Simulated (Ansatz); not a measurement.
Reaction (redistribution): `N#[C][AlH2]` + `[BH2][SnH2][OH]` → `[OH][SnH2][AlH2]` + `BC#N`

Calculated with Ansatz (gas phase, PBE0-D4/def2-TZVP geometries, no zero-point term in ΔE). CCSD(T)/CBS adds triple-zeta CCSD(T) − MP2 to the extrapolated MP2 energy (def2 sets, frozen cores). This one scheme is used for every species. DFT in def2-TZVPP. HSE06 is defined as in plane-wave codes. def2 core potentials past Kr. For Sn outer-core shells are correlated without core-valence functions, which leaves a few kJ/mol of doubt a bond. Each species was taken in one conformer, which may not be the lowest.

```tsv
level	ΔE (kJ/mol)	difference from CCSD(T)/CBS
LDA (SPW92)	-49.5	-22.9
r2SCANh-D4	-36.4	-9.8
HSE06-D4	-40.3	-13.7
BHLYP-D4	-32.7	-6.1
CAM-B3LYP-D4	-31.4	-4.8
ωB97X-V	-27.4	-0.8
B2PLYP	-31.4	-4.8
PBE-QIDH	-31.8	-5.2
revPBE	-42.4	-15.8
PBE0	-40.0	-13.4
r2SCANh	-36.4	-9.8
HSE06	-40.3	-13.7
RPA@PBE/def2-TZVPP	-20.0	6.6
HF/def2-QZVPP	-24.5	2.1
SCS-MP2/def2-QZVPP	-23.2	3.4
MP2/CBS(def2)	-26.0	0.6
CCSD(T)/CBS	-26.6	0
```

What do rigid-rotor, harmonic-oscillator terms from PBE0-D4/def2-TZVP frequencies (298.15 K, 1 bar) make of the CCSD(T)/CBS value? (Best estimate.)

The calculation gave: ΔZPE = +2.3 kJ/mol, ΔH = -24.2 kJ/mol, ΔS = 1 J/(mol·K), ΔG = -24.5 kJ/mol.

Largest T1 diagnostic among the species: 0.014.

Leaving LDA and LC-ωPBE aside and taking each functional with its dispersion term where it has one, the values, not all of them listed here, spread over 17.4 kJ/mol, from PBE-D4 to ωB97M-V. LDA lies −4.7 kJ/mol from PBE without D4. From BLYP to BHLYP (50 % exact exchange), in def2-TZVPP and without D4, ΔE moves by +7.8 kJ/mol.
